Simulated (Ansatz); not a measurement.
AlBrClH$_{3}$OSi (`[SiH3][O][Al]([Cl])[Br]`) at its PBE0-D4/def2-TZVP geometry, where that method's forces vanish. The species carries charge 0 and has multiplicity 1.

```xyz
8

Si    1.1377    0.6213   -0.7906
O    -0.1470    0.0416    0.0286
Al   -1.3604   -0.6772    0.9031
Cl   -3.2436    0.1876    0.9719
Br   -0.9780   -2.5751    2.0098
H     0.6796    1.2372   -2.0619
H     2.0849   -0.4819   -1.0951
H     1.8267    1.6465    0.0341
```

Q: What forces (eV/Å) does ωB97M-V/def2-TZVPP give on these atoms in Ansatz 0.2.0? (An estimate is asked.)

A: The calculation gave: 
```
Si1  0.247  0.117 -0.159
O2  -0.018 -0.004  0.009
Al3 -0.044 -0.070  0.060
Cl4 -0.041  0.015  0.004
Br5 -0.002  0.010 -0.006
H6   0.056 -0.076  0.154
H7  -0.115  0.132  0.037
H8  -0.083 -0.124 -0.100
```
